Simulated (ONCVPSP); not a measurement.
**Pseudopotential generation for phosphorus: ONCV, PBEsol, scalar-relativistic.**

Input for ONCVPSP 4.0.1:

```
# ATOM AND REFERENCE CONFIGURATION
# atsym  z   nc   nv     iexc    psfile
  P 15.00    3    2  -116133      upf
#
#   n    l    f
    1    0    2.00
    2    0    2.00
    2    1    6.00
    3    0    2.00
    3    1    3.00
#
# PSEUDOPOTENTIAL AND OPTIMIZATION
# lmax
    2
#
#   l,   rc,      ep,       ncon, nbas, qcut
    0    1.55    0.00    4    8    4.00
    1    2.05    0.00    4    8    3.80
    2    1.75    0.19    4    8    5.70
#
# LOCAL POTENTIAL
# lloc, lpopt,  rc(5),   dvloc0
    4    5    1.10    6.00
#
# VANDERBILT-KLEINMAN-BYLANDER PROJECTORs
# l, nproj, debl
    0    2    0.90
    1    1    2.10
    2    2    3.30
#
# MODEL CORE CHARGE
# icmod, fcfact, rcfact
    3    5.25    1.60
#
# LOG DERIVATIVE ANALYSIS
# epsh1, epsh2, depsh
   -2.00    5.00    0.02
#
# OUTPUT GRID
# rlmax, drl
    6.00    0.01
#
# TEST CONFIGURATIONS
# ncnf
    4
# nvcnf
#   n    l    f
    2
    3    0    2.00
    3    1    2.00
#
    2
    3    0    2.00
    3    1    1.00
#
    2
    3    0    2.00
    3    1    0.00
#
    2
    3    0    2.00
    3    1    2.50
#
```

Command:

```bash
oncvpsp.x < P.dat > P.out
```

Resulting log (shortened: citation, most of the input echo, consistency checks and plot data are left out):

```
ONCVPSP  (Optimized Norm-Conservinng Vanderbilt PSeudopotential)
scalar-relativistic version 4.0.1

#   n    l    f        energy (Ha)
    1    0    2.00    -7.6448628E+01
    2    0    2.00    -6.3785399E+00
    2    1    6.00    -4.5690766E+00
    3    0    2.00    -5.1144803E-01
    3    1    3.00    -2.0137692E-01

Reference configufation results
  iterations    25
  all-electron total energy (Ha)   -3.41313405D+02

Begin loop to  construct optimized pseudo wave functions
and semi-local pseudopoentials for all angular momenta

   Wellstate for l =  0  n =  4
     eigenvalue =   0.3886
     asymptotic potential =   0.8886
     half-point radius =  4.5114

Calculating optimized projector #   1

 for l=   0

    Fraction of norm inside rc  0.350909
    Optimizing pswf for qcut=   3.99 a_B^-1,  ecut=   7.96 Ha
    Residual kinetic energy error=  3.50D-03 Ha

    Energy error per electron        Cutoff
         Ha          eV             Ha
         0.01000     0.27211        6.33
         0.00100     0.02721       16.57
         0.00010     0.00272       62.42
         0.00001     0.00027       74.58

Calculating optimized projector #   2

 for l=   0

    Fraction of norm inside rc  0.125117
    Optimizing pswf for qcut=   3.99 a_B^-1,  ecut=   7.96 Ha
    Residual kinetic energy error=  2.84D-03 Ha

    Energy error per electron        Cutoff
         Ha          eV             Ha
         0.01000     0.27211        6.07
         0.00100     0.02721       10.34
         0.00010     0.00272       61.49
         0.00001     0.00027       98.67

Calculating optimized projector #   1

 for l=   1

    Fraction of norm inside rc  0.441542
    Optimizing pswf for qcut=   3.81 a_B^-1,  ecut=   7.24 Ha
    Residual kinetic energy error=  4.16D-05 Ha

    Energy error per electron        Cutoff
         Ha          eV             Ha
         0.01000     0.27211        3.03
         0.00100     0.02721        4.42
         0.00010     0.00272        5.76
         0.00001     0.00027       33.24

   Wellstate for l =  2  n =  3
     eigenvalue =   0.1900
     asymptotic potential =   0.6900
     half-point radius =  6.1797

   Wellstate for l =  2  n =  5
     eigenvalue =   3.4900
     asymptotic potential =   3.9900
     half-point radius =  3.1576

Calculating optimized projector #   1

 for l=   2

    Fraction of norm inside rc  0.119140
    Optimizing pswf for qcut=   5.69 a_B^-1,  ecut=  16.20 Ha
    Residual kinetic energy error=  1.80D-04 Ha

    Energy error per electron        Cutoff
         Ha          eV             Ha
         0.01000     0.27211        7.82
         0.00100     0.02721       12.85
         0.00010     0.00272       19.44
         0.00001     0.00027       69.94

Calculating optimized projector #   2

 for l=   2

    Fraction of norm inside rc  0.171008
    Optimizing pswf for qcut=   5.69 a_B^-1,  ecut=  16.20 Ha
    Residual kinetic energy error=  2.78D-02 Ha

    Energy error per electron        Cutoff
         Ha          eV             Ha
         0.01000     0.27211       19.23
         0.00100     0.02721       63.73
         0.00010     0.00272       97.19
         0.00001     0.00027      109.40

Construct Vanderbilt / Kleinmman-Bylander projectors

B matrix Hermiticity error, ll=   0
   1   2    3.9412E-05

  Orthonormal projector coefficients  7.0371E+00  2.1903E+00

B matrix Hermiticity error, ll=   2
   1   2   -5.0257E-05

  Orthonormal projector coefficients -4.2679E+00 -1.1963E+00

Model core correction analysis
  based on d2Exc/dn_idn_j

d2excae - all-electron derivatives

   -3.594045D-02   -2.851755D-02
   -2.851907D-02   -2.687498D-02

d2excps - pseudofunction derivatives with no core correction

   -3.859648D-02   -3.017156D-02
   -3.017380D-02   -2.785036D-02

rms 2nd derivative error    1.835741E-03

rmatch, rhocmatch    1.0471    1.1587

Teter function model core charge with specified parameters

d2excps - pseudofunction derivatives with core correction

   -3.138578D-02   -2.594553D-02
   -2.594594D-02   -2.541843D-02

rms 2nd derivative error    3.004279E-03

Pseudoatom total energy   -6.477105

Diagnostic tests using Vanderbilt-Kleinman-Bylander pseudopotentials
  1 or more projectors used as specified by nproj input data

   l    rcore       rmatch      e in        delta e   norm test  slope test

   0   1.5539967   1.6011794  -0.5114480  -0.0000032   1.0000312   1.0001453
   0   1.5539967   1.6011794   0.3885520   0.0000030   1.0001193   1.0001193

   1   2.0585205   2.1210216  -0.2013769  -0.0000009   1.0000001   1.0000108

   2   1.7514983   1.8046776   0.1900000   0.0000056   1.0000220   1.0000220
   2   1.7514983   1.8046776   3.4900000   0.0000435   1.0001113   1.0001113

 Testing for bound ghosts
   n   l    E NL Schr. Eq   E Basis Diag.   E Cutoff

   1   0       -0.511451       -0.504005    107.90

   2   1       -0.201378       -0.196927     52.20

 Testing for highly-localized positive-energy ghosts
       l    <radius>/rc     E Basis Diag.   E Cutoff

       0        0.837853        5.226431    107.90  WARNING - GHOST(+)

Test configuration 0

   n   l     f        eae           eps        diff
   1   0  2.0000  -76.44862841
   2   0  2.0000   -6.37853986
   2   1  6.0000   -4.56907659
   3   0  2.0000   -0.51144803   -0.51145123   -3.21D-06
   3   1  3.0000   -0.20137692   -0.20137778   -8.61D-07

    Total energies and differences
      AE_ref= -3.41313405D+02  AE_tst= -3.41313405D+02  dif=  0.00D+00
      PS_ref= -6.47710530D+00  PS_tst= -6.47710530D+00  dif= -6.22D-15
      PSP excitation error=  6.22D-15

Test configuration 1

   n   l     f        eae           eps        diff
   1   0  2.0000  -76.84685028
   2   0  2.0000   -6.76886262
   2   1  6.0000   -4.96014388
   3   0  2.0000   -0.85361955   -0.85348740    1.32D-04
   3   1  2.0000   -0.52112793   -0.52088436    2.44D-04

    Total energies and differences
      AE_ref= -3.41313405D+02  AE_tst= -3.40957002D+02  dif=  3.56D-01
      PS_ref= -6.47710530D+00  PS_tst= -6.12080365D+00  dif=  3.56D-01
      PSP excitation error=  1.02D-04

Test configuration 2

   n   l     f        eae           eps        diff
   1   0  2.0000  -77.33751556
   2   0  2.0000   -7.24264896
   2   1  6.0000   -5.43541786
   3   0  2.0000   -1.24568710   -1.24618166   -4.95D-04
   3   1  1.0000   -0.89082118   -0.89094837   -1.27D-04

    Total energies and differences
      AE_ref= -3.41313405D+02  AE_tst= -3.40254658D+02  dif=  1.06D+00
      PS_ref= -6.47710530D+00  PS_tst= -5.41859820D+00  dif=  1.06D+00
      PSP excitation error=  2.40D-04

Test configuration 3

   n   l     f        eae           eps        diff
   1   0  2.0000  -77.91121725
   2   0  2.0000   -7.78884826
   2   1  6.0000   -5.98397377
   3   0  2.0000   -1.67407012   -1.67843786   -4.37D-03

    Total energies and differences
      AE_ref= -3.41313405D+02  AE_tst= -3.39162989D+02  dif=  2.15D+00
      PS_ref= -6.47710530D+00  PS_tst= -4.32539178D+00  dif=  2.15D+00
      PSP excitation error= -1.30D-03

Test configuration 4

   n   l     f        eae           eps        diff
   1   0  2.0000  -76.63526851
   2   0  2.0000   -6.56223506
   2   1  6.0000   -4.75305967
   3   0  2.0000   -0.67519762   -0.67511179    8.58D-05
   3   1  2.5000   -0.35402055   -0.35389751    1.23D-04

    Total energies and differences
      AE_ref= -3.41313405D+02  AE_tst= -3.41175224D+02  dif=  1.38D-01
      PS_ref= -6.47710530D+00  PS_tst= -6.33894431D+00  dif=  1.38D-01
      PSP excitation error=  2.04D-05
```

The run took about 4.6 s on one core of a shared server CPU.
